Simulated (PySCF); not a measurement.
The multiplicity was assumed; other spin states weren't computed. def2 core potentials replace the inner electrons of Au.

B3LYP has the VWN-RPA correlation part, as in Gaussian. Delta-SCF ions had no search for a lower state. Excitations are Tamm–Dancoff values on a coarser integration grid. The basis has no diffuse functions, so Rydberg states are missing or too high.

Z-matrix (Å, degrees):
```
Si
H 1 1.5063
H 1 1.5067 2 108.56
Si 1 2.3574 2 109.19 3 119.53
H 4 1.5062 1 109.36 2 52.92
H 4 1.5065 5 108.65 1 -119.98
Si 1 2.3585 2 110.10 3 -119.92
H 7 1.5055 1 109.57 2 -63.67
H 7 1.5056 8 108.36 1 118.84
S 7 2.1621 8 113.52 9 127.14
Au 10 2.2772 7 101.80 8 -62.66
Si 4 2.3587 5 110.27 6 -120.26
H 12 1.5056 4 109.53 5 -67.09
H 12 1.5056 13 108.33 4 118.49
S 12 2.1620 13 113.47 14 127.12
Au 15 2.2772 12 101.72 13 -63.17
```
Charge 0, multiplicity 1.

Task: Estimate the HOMO, vertical ionisation energy (Delta-SCF), LUMO, S1 oscillator strength, total energy, S1–T1 gap (TDA), dipole moment and T1 excitation (TDA) that B3LYP-D3(BJ)/def2-TZVP // PBE-D3(BJ)/def2-SVP run with PySCF returns for this input.

Result: 
The HOMO is -6.69 eV and the vertical ionisation energy (Delta-SCF) comes out as 8.05 eV. The LUMO comes out as -3.67 eV, the S1 oscillator strength comes out as 0.007 and the total energy is -2231.0490 Ha. The S1–T1 gap (TDA) comes out as 0.46 eV and the dipole moment is 0.49 D. The T1 excitation (TDA) is 1.61 eV.
